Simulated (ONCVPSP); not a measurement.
**Before and after: ONCV potential for S (Z = 16)**

```
Element                 : S
Generator               : ONCVPSP 4.0.1
Type                    : optimised norm-conserving Vanderbilt (ONCV)
Functional              : PBEsol
Relativity              : non-relativistic
Frozen core             : [Ne]
Valence charge          : 6
Reference configuration : 3s2 3p3.75 (charge +0.25)
Partial waves           : 3s: rc 1.40 bohr, ncon 4, nbas 8, qcut 3.7 1/bohr, 2 projectors, debl 0.3 Ha; 3p: rc 1.40 bohr, ncon 4, nbas 8, qcut 6.1 1/bohr, 2 projectors, debl 2.9 Ha; d scattering state at 0.44 Ha: rc 1.35 bohr, ncon 5, nbas 9, qcut 7.4 1/bohr, 2 projectors, debl 1.5 Ha
Local potential         : polynomial inside 1.00 bohr (lpopt 5, dvloc0 0 Ha)
Core correction         : Teter function, fcfact 2.75, rcfact 1.55
```

In the s channel the program set the typed energies aside and used -0.717, 0.250 Ha.

Change: all radii but the core radius scaled by about 0.84 (s 1.18, p 1.18, d 1.14 bohr); local potential polynomial inside 0.84 bohr (lpopt 5, dvloc0 0 Ha).

Cutoffs: the cutoffs (Ha) at which the residual kinetic energy of the hardest occupied pseudo-wave falls to 1 and 0.1 mHa per electron; they do not see the model core or the augmentation charge, which bear on the density cutoff. Errors are all-electron minus pseudo energies relative to the spin-unpolarised reference configuration.

How do hardness, ghosts and transferability respond?

The potential gets neither clearly harder nor softer (66 Ha and 87 Ha → 30 Ha and 139 Ha); of the 4 tests that both files solve, the error grows in 0 and shrinks in 2 by more than 15 % and 0.3 meV (median size 5.8 → 2.9 meV); neither file shows a bound ghost.

| quantity | base | changed |
| --- | --- | --- |
| cutoff, loose | 66 Ha | 30 Ha |
| cutoff, tight | 87 Ha | 139 Ha |
| loose cutoff by channel | s 66 Ha, p 8.4 Ha | s 28 Ha, p 30 Ha |
| bound ghosts | none | none |
| GHOST(+) flags under 300 eV | s at 106.1 eV | s at 73.9 eV |
| error for 3s2 3p4, meV [ΔE -2.03 eV] | +0.1 | +0.1 |
| error for 3s2 3p3, meV [ΔE 9.72 eV] | +1.2 | +1.0 |
| error for 3s2 3p2, meV [ΔE 31.97 eV] | +10 | +7.9 |
| error for 3s0 3p6, meV [ΔE 18.39 eV] | -15 | -4.8 |
| rms error of d²Exc/dni dnj with the model core, mHa | 1.31 | 1.23 |
